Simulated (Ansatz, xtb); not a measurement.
## Two isomers of C5H5NS

Structure I is `C=C/C(C#N)=C/S`, a singlet and structure II is `N#C/C=C\C=C\S`, a singlet. Both are isolated molecules in the gas phase, relaxed with PBE0-D3(BJ)/def2-SVP; the shapes shown needn't be the lowest conformers.

I (Å):

| atom | x (Å) | y (Å) | z (Å) |
| --- | --- | --- | --- |
| C | -1.3523 | -1.4980 | 2.6966 |
| C | -0.5668 | -0.5352 | 2.1985 |
| C | -0.1299 | -0.4388 | 0.8072 |
| C | -0.5590 | -1.4380 | -0.1220 |
| C | 0.6713 | 0.5701 | 0.3681 |
| N | -0.8910 | -2.2339 | -0.8991 |
| S | 1.2912 | 0.8601 | -1.2169 |
| H | -1.6351 | -1.5000 | 3.7510 |
| H | -1.7341 | -2.3088 | 2.0693 |
| H | -0.2004 | 0.2632 | 2.8520 |
| H | 0.9924 | 1.3282 | 1.0895 |
| H | 0.7238 | -0.2136 | -1.8172 |

II (Å):

| atom | x (Å) | y (Å) | z (Å) |
| --- | --- | --- | --- |
| C | 1.4509 | 1.8373 | -0.9078 |
| C | 2.0346 | 0.5906 | -0.5519 |
| C | 2.3941 | 0.2791 | 0.7174 |
| C | 2.2452 | 1.1344 | 1.8633 |
| C | 2.6296 | 0.7480 | 3.0992 |
| N | 0.9740 | 2.8559 | -1.1984 |
| S | 2.4667 | 1.7523 | 4.5113 |
| H | 2.1868 | -0.1267 | -1.3620 |
| H | 2.8360 | -0.7086 | 0.8859 |
| H | 1.8042 | 2.1252 | 1.7060 |
| H | 3.0697 | -0.2425 | 3.2518 |
| H | 2.9914 | 0.8733 | 5.3885 |

Energies in hartree; the thermal terms are from GFN2-xTB frequencies at re-optimised GFN2-xTB minima (ideal gas, soft modes damped towards free rotors, one conformer each, 298.15 K, 1 atm) and include the zero-point energy:

|  | I | II |
| --- | --- | --- |
| E, CCSD(T)/def2-SVP | −644.895164 | −644.894516 |
| E, MP2/def2-SVP | −644.804687 | −644.803379 |
| E, MP2/def2-TZVPP | −645.435348 | −645.433699 |
| zero-point energy | 0.081035 | 0.080927 |
| H(298 K) − E | 0.089850 | 0.089818 |
| G(298 K) − E | 0.048534 | 0.047944 |

Problem. Correct the CCSD(T) difference for the basis set by the MP2 change, then work out ΔE, ΔE₀, ΔH and ΔG for I → II in kJ/mol (1 Eh = 2625.50 kJ/mol) and the equilibrium ratio [II]/[I].

Solution. 1. Differences II − I: CCSD(T) +0.000648, MP2 in the small set +0.001308, MP2 in the large set +0.001649 Eh.
2. ΔE = +0.000648 + (+0.001649 − (+0.001308)) = +0.000989 Eh = +2.60 kJ/mol.
3. ΔE₀ = ΔE + ΔZPE = +0.000989 + (−0.000108) Eh = +2.31 kJ/mol.
4. ΔH = ΔE + (−0.000032) Eh = +2.51 kJ/mol.
5. ΔG = ΔE + (−0.000590) Eh = +1.05 kJ/mol, so ΔS = (ΔH − ΔG)/T = +4.9 J/(mol K).
6. kT = 0.9442 mEh, so K = [II]/[I] = exp(−ΔG/kT) = exp(−0.42) ≈ 0.66.

The two are too close for this level to say which is favoured. An error of 4 kJ/mol in ΔG would change K by a factor of 5. Mirror images and further conformers aren't counted.

As drawn, both hold the same kinds of bond in the same numbers.

Other levels gave ΔE = −0.6 (GFN2-xTB); −2.0 (HF/STO-3G, GFN2-xTB geometries); −5.7 (r2SCAN-D4/def2-SVP, GFN2-xTB geometries); −3.0 (PBE0-D3(BJ)/def2-SVP); −7.4 (HF/def2-SVP); +3.4 (MP2/def2-SVP); +1.7 (CCSD(T)/def2-SVP) kJ/mol. The correlated steps freeze 11 core orbitals. Programs: Ansatz 0.2.0, xtb 6.7.1.
